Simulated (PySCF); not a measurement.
[C4BN4]-: core ionisation energies

C4BN4 (charge -1).
Geometry (PBE0-D3(BJ)/def2-SVP, Å), atoms numbered from 1 in this order:
```xyz
9
C4BN4 angstrom
N      0.013    2.373   -1.104
C     -0.042    1.306   -0.652
B     -0.121   -0.161   -0.030
C     -0.860   -1.135   -1.056
N     -1.397   -1.840   -1.803
C      1.355   -0.701    0.250
N      2.426   -1.094    0.457
C     -0.937   -0.112    1.341
N     -1.529   -0.075    2.338
```

Theory: delta-SCF UKS SCAN, pcX-2 on the ionised atom, pcseg-1 elsewhere, spin-free X2C in PySCF. Vertical ΔSCF values, vacuum level as zero.

Problem. What binding energy does each computed site have?

Solution. 
```tsv
atom(s)	environment	level	binding energy (eV)	count
B3	four-coordinate boron	B 1s	193.64	1
C2/C4/C6/C8	cyano carbon	C 1s	288.27	4
N1/N5/N7/N9	cyano nitrogen	N 1s	401.45	4
```

Problem. What is the longest wavelength that can ionise B 1s of B3 vertically?

Solution. λ = hc/E = 12398.42 eV Å / 193.64 eV = 64.028 Å.

The first atom of each set that the bonding makes equivalent was ionised and stands for the set. The species carries charge -1, so core ionisation leaves a neutral species. The basis sets have no added diffuse functions. Isolated species at its PBE0-D3(BJ)/def2-SVP geometry, gas phase. The geometry's basis has no diffuse functions, a weakness for an anion.

The run took 20 s wall on one thread, Arm Neoverse V1, no GPU, on a shared host.
